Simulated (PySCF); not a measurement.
## Assignment exercise: C4H12BOPSi

Molfile (atoms numbered from 1):
```
C4H12BOPSi
     RDKit          3D

 20 20  0  0  0  0  0  0  0  0999 V2000
   -2.1753   -0.5295   -1.1021 B   0  0  0  0  0  0  0  0  0  0  0  0
   -0.7139   -0.3565    0.1140 P   0  0  2  0  0  0  0  0  0  0  0  0
   -0.6671   -1.5766    1.4706 C   0  0  0  0  0  0  0  0  0  0  0  0
    0.2056    1.1441    0.5433 C   0  0  0  0  0  0  0  0  0  0  0  0
    0.1577    2.8130    1.3540 Si  0  0  0  0  0  4  0  0  0  0  0  0
    0.8938    0.3070   -0.2301 C   0  0  0  0  0  0  0  0  0  0  0  0
    2.0458    0.2100   -0.8454 O   0  0  0  0  0  0  0  0  0  0  0  0
    2.2178   -0.9256   -1.6819 C   0  0  0  0  0  0  0  0  0  0  0  0
   -2.0701   -1.6899   -1.4857 H   0  0  0  0  0  0  0  0  0  0  0  0
   -3.1623   -0.3573   -0.3981 H   0  0  0  0  0  0  0  0  0  0  0  0
   -2.0062    0.3131   -1.9670 H   0  0  0  0  0  0  0  0  0  0  0  0
   -0.6933   -2.5904    1.0438 H   0  0  0  0  0  0  0  0  0  0  0  0
    0.2262   -1.4486    2.0961 H   0  0  0  0  0  0  0  0  0  0  0  0
   -1.5726   -1.4467    2.0830 H   0  0  0  0  0  0  0  0  0  0  0  0
    1.3990    3.0215    2.1583 H   0  0  0  0  0  0  0  0  0  0  0  0
   -1.0316    2.8763    2.2504 H   0  0  0  0  0  0  0  0  0  0  0  0
    0.0628    3.8856    0.3203 H   0  0  0  0  0  0  0  0  0  0  0  0
    3.2324   -0.8597   -2.0916 H   0  0  0  0  0  0  0  0  0  0  0  0
    2.1132   -1.8564   -1.1030 H   0  0  0  0  0  0  0  0  0  0  0  0
    1.4838   -0.9189   -2.5018 H   0  0  0  0  0  0  0  0  0  0  0  0
  2  1  1  6
  2  3  1  0
  2  4  1  0
  4  5  1  0
  4  6  2  0
  6  7  1  0
  7  8  1  0
  6  2  1  0
  1  9  1  0
  1 10  1  0
  1 11  1  0
  3 12  1  0
  3 13  1  0
  3 14  1  0
  5 15  1  0
  5 16  1  0
  5 17  1  0
  8 18  1  0
  8 19  1  0
  8 20  1  0
M  CHG  2   1  -1   2   1
M  END
```

- PBE0-D3(BJ)/def2-SVP geometry
- GIAO KT2/pcSseg-1 shieldings
- run in PySCF 2.14
- no solvent model, single conformer, non-relativistic Hamiltonian, one averaged value for each set of equivalent atoms

Referencing at the same level of theory: TMS for ¹³C, ¹H.

**Question.** Assign these signals to the numbered atoms. ¹³C{¹H} NMR (computed): δ 167.6 (C), 81.5 (C), 61.2 (CH3), 21.9 (CH3).

**Answer.** 
```tsv
δ (ppm)	atoms	environment	reason
167.6	C6	alkene carbon bearing oxygen	an sp2 carbon further deshielded by the attached heteroatom
81.5	C4	β carbon of an enol-ether or enamine type C=C	the O or N lone pair pushes π density onto this β carbon and shields it
61.2	C8	methyl carbon bonded to O	the inductive effect lowers its shielding
21.9	C3	methyl carbon bonded to P	–
```

**Question.** Assign these signals to the numbered atoms. ¹H NMR (500 MHz, computed): δ 4.40 (m, 3H), 3.90 (s, 3H), 1.33 (m, 3H), 1.22 (br, 3H).

**Answer.** 
```tsv
δ (ppm)	atoms	environment	reason
4.40	H15/H16/H17	hydrogen on a silicon bonded to C	–
3.90	H18/H19/H20	hydrogen on a methyl carbon bonded to O	its carbon carries O, which withdraws density
1.33	H12/H13/H14	hydrogen on a methyl carbon bonded to P	–
1.22	H9/H10/H11	hydrogen on a boron bonded to P	–
```

H12/H13/H14 and H9/H10/H11 lie closer than the usual error of such a calculation, so a measured spectrum could show them in the other order.

Hydrogens on boron are broadened and split by ¹¹B (spin 3/2, 80 %) and 10B (spin 3). Splittings by ³¹P in the carbon and heteronuclear signals aren't shown, as no couplings were computed. Shifts are as computed. Against solution values, carbons near 30 ppm lie about +2 ppm off and those near 130 ppm about -5 ppm. Of 1211 compounds with measured shifts, 218 miss one by over three times the rms of a fit or turn the order of signals round; such compounds aren't used in these exercises. No couplings were computed; multiplicities are counted from neighbouring protons, with m where these are inequivalent, close in shift, in a saturated or five-membered ring or joined by F or P, and br s for small geminal =CH2 splittings.
